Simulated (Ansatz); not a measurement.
`O=CC([SiH3])[SiH3]` → `O=CC[SiH3]` + `[SiH2]` at 700 K and 1 bar (silylene formation by 1,1-elimination).

Program: Ansatz. Geometries: PBE0-D4/def2-TZVP. ΔE: electronic, gas phase. CCSD(T)/CBS is the MP2 limit (def2-TZVPP, def2-QZVPP) plus CCSD(T) − MP2 in def2-TZVPP, frozen cores. This one scheme is used for every species. One conformer a species, not always the lowest.

| species | CCSD(T)/CBS energy (Eh) | H − E (kJ/mol) | S (J/(mol·K)) |
| --- | --- | --- | --- |
| `O=CC([SiH3])[SiH3]` | -734.22953 | 321.0 | 514.8 |
| `O=CC[SiH3]` | -443.94595 | 254.2 | 421.5 |
| `[SiH2]` | -290.19011 | 56.3 | 240.4 |

H − E and S are ideal-gas, rigid-rotor, harmonic terms from PBE0-D4/def2-TZVP, for one conformer and one mirror image of each species. 1 Eh = 2625.50 kJ/mol, R = 8.31446 J/(mol·K).

Question: By hand: ΔE, ΔH, ΔS and ΔG.

Answer: ΔE = (-443.94595) + (-290.19011) − (-734.22953) = 0.09347 Eh = 245.4 kJ/mol. Δ(H − E) = 254.2 + 56.3 − 321.0 = -10.5, so ΔH = 234.9 kJ/mol. ΔS = 421.5 + 240.4 − 514.8 = 147.1 J/(mol·K). ΔG = 234.9 − 700 × (147.1)/1000 = 131.9 kJ/mol.

Question: By hand: the equilibrium constant, and the temperature at which ΔG would vanish if ΔH and ΔS stayed fixed.

Answer: log₁₀ K = −ΔG/(RT ln 10) = -9.8. ΔG = 0 at ΔH/ΔS = 1597 K.

The number of gas molecules changes by +1, which sets the sign of ΔS. A doubt of 5 kJ/mol in ΔE shifts log₁₀ K by 0.4 here. Other conformers and mirror images would add mixing entropy, several J/(mol·K) or more a flexible species. These are equilibria of isolated gas molecules and say nothing of rates. Largest T1 diagnostic: 0.014 (customary marks: 0.02 for closed shells, 0.045 for open ones).
